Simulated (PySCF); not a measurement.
# TDDFT excited states: C2H5Cl3Si

Compound: SiEtCl3, C₂H₅Cl₃Si.
SMILES: `CC[Si](Cl)(Cl)Cl`

Computed with PySCF 2.14.0, density-fitted response routines, TDDFT B3LYP/def2-SVPD, vertical, gas phase, core orbitals frozen in the response. Isolated species at its PBE0-D3(BJ)/def2-SVP geometry, gas phase.

| state | E (eV) | E (kJ/mol) | λ (nm) | f | main configurations (H = HOMO, L = LUMO) |
| --- | --- | --- | --- | --- | --- |
| S1 | 7.32 | 707 | 169.3 | 0.0001 | H-1→L (96%) |
| S2 | 7.42 | 716 | 167.1 | 0.079 | H→L (97%) |
| S3 | 7.66 | 739 | 161.9 | 0.030 | H-2→L (90%) |
| S4 | 7.68 | 741 | 161.5 | 0.025 | H-3→L (86%) |
| S5 | 8.04 | 776 | 154.2 | 0.025 | H→L+1 (83%) |
| S6 | 8.13 | 784 | 152.6 | 0.016 | H-1→L+1 (52%), H-4→L (18%), H→L+3 (18%) |
| S7 | 8.22 | 793 | 150.8 | 0.053 | H-5→L (63%), H-1→L+3 (10%) |
| S8 | 8.25 | 796 | 150.3 | 0.0010 | H-4→L (55%), H-1→L+1 (29%) |
| S9 | 8.31 | 801 | 149.3 | 0.056 | H→L+2 (35%), H→L+3 (25%), H-4→L (13%) |
| S10 | 8.31 | 802 | 149.2 | 0.037 | H→L+2 (35%), H→L+3 (34%), H-5→L (14%) |

Triplets, Tamm–Dancoff:

```
state  E (eV)  λ (nm)  main configurations (H = HOMO, L = LUMO)
   T1    6.96   178.0                               H-1→L (90%)
   T2    7.04   176.1                                 H→L (92%)
   T3    7.21   172.0                               H-2→L (86%)
   T4    7.23   171.6                               H-3→L (84%)
```

The lowest singlet comes at 169 nm (707 kJ/mol) in the vacuum ultraviolet; it is dark (f under 0.0005); its leading configuration is HOMO-1→LUMO (96%). The strongest level in the table is S9/S10 at 8.31 eV (149 nm, f = 0.093 summed). It is the last of those listed, so stronger ones may follow. S9/S10 lie within about 0.01 eV of each other. Löwdin shares by element: HOMO chlorine 29% or more, carbon 24% or more, silicon 13% (atoms not listed hold the other 33%); LUMO chlorine 66%, silicon 23%. The oscillator strengths of these states sum to 0.323; summed over the whole spectrum of an exact calculation they would give the number of electrons, 82 (Thomas–Reiche–Kuhn). Orbital energies (eV): HOMO-3 -9.26, HOMO-2 -9.24, HOMO-1 -8.93, HOMO -8.86, LUMO -0.54, LUMO+1 0.12, LUMO+2 0.41. The listed states span 0.99 eV, and the widest gap between neighbours is 0.36 eV (S4 to S5). Orbitals of the list HOMO-3 to LUMO+2 that lie within 0.01 eV of each other are written together with a slash and their weights summed (≥ marks a lower bound); for degenerate orbitals outside that list single weights are arbitrary. Only the lowest 10 singlets were computed, as vertical energies without vibronic structure.
